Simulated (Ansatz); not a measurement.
```yaml
crystal:
  periodic: [false, false, false]
  atoms:
    - {symbol: C, position_ang: [2.220667, -1.071495, 1.477673]}
    - {symbol: C, position_ang: [1.355305, -0.424739, 0.922658]}
    - {symbol: Si, position_ang: [0.053745, 0.579572, 0.091470]}
    - {symbol: N, position_ang: [-1.069282, -0.320128, -0.829530]}
    - {symbol: H, position_ang: [0.759681, 1.515615, -0.812893]}
    - {symbol: H, position_ang: [-0.679935, 1.287234, 1.165391]}
    - {symbol: H, position_ang: [-0.787761, -0.734370, -1.703627]}
    - {symbol: H, position_ang: [-1.760321, -0.888788, -0.366942]}
basis:
  gaussian: {orbitals: def2-SVPD}
total_charge: -2
magnetization: {spin_polarized: true, initial_magnetization: 1}
hamiltonian: {xc: {name: PBE0-DH}}
output: {forces: true}
```

```sh
$ ansatz run in.yaml --threads 2 --pin off --events-out ev --progress --plain --max-ram 22528MiB --backend cpu
```

Output, abridged:

```
Functional definition: PBE0-DH
1148 factors; integrals over basis functions are off by at most 9.4e-4 eV
mean field evaluation 1: about -11480.3958 eV, gradient 2.4e1 eV
mean field evaluation 2: about -11480.5737 eV, gradient 2.4e1 eV
mean field evaluation 4: about -11484.2614 eV, gradient 2.9e0 eV
mean field evaluation 8: about -11484.3190 eV, gradient 4.5e-1 eV
mean field evaluation 16: about -11484.3208 eV, gradient 2.3e-3 eV
a density is far from that of the atoms, so the factors are made again for it
1173 factors; integrals over basis functions are off by at most 9.4e-4 eV
mean field evaluation 64: about -11484.3207 eV, gradient 5.4e-5 eV
mean field -11484.32069398 eV, -422.0410011515 hartree, gradient 3.8e-6 eV, S^2 0.750931; 3 other end points of the search recorded, 0 dependent functions left out
8 core orbitals not correlated: weight in the atoms' cores, before any rotation towards them, 1.000 or more for the frozen orbitals, at most 0.000 for the correlated occupied ones
reference -11484.32071623 eV, -422.0410019693 hartree; 12, 11 occupied and 96, 97 virtual orbitals, 1173 factors
second order -19.46265651 eV of doubles, -0.00000000 eV of singles
Total energy: -11486.75354829 eV, -422.1304068986 hartree
Atom 0 at     2.220667    -1.071495     1.477673 Å, force     2.761159    -1.974326     1.781246 eV/Å
Atom 1 at     1.355305    -0.424739     0.922658 Å, force    -2.817050     2.309026    -1.783273 eV/Å
Atom 2 at     0.053745     0.579572     0.091470 Å, force     1.250427    -0.835877     0.813562 eV/Å
Atom 3 at    -1.069282    -0.320128    -0.829530 Å, force    -0.576247     0.013090    -0.418099 eV/Å
Atom 4 at     0.759681     1.515615    -0.812893 Å, force    -0.221904     0.316150    -0.004343 eV/Å
Atom 5 at    -0.679935     1.287234     1.165391 Å, force    -0.107967     0.334343    -0.160482 eV/Å
Atom 6 at    -0.787761    -0.734370    -1.703627 Å, force     0.086696    -0.044585    -0.431744 eV/Å
Atom 7 at    -1.760321    -0.888788    -0.366942 Å, force    -0.375114    -0.117821     0.203133 eV/Å
Dipole moment:    -0.546762     0.404098    -0.351148 e Å
```

In this input the charge is far from anything that the molecule holds. The calculation finished and met its thresholds. The result belongs to that input, not to the molecule as meant.
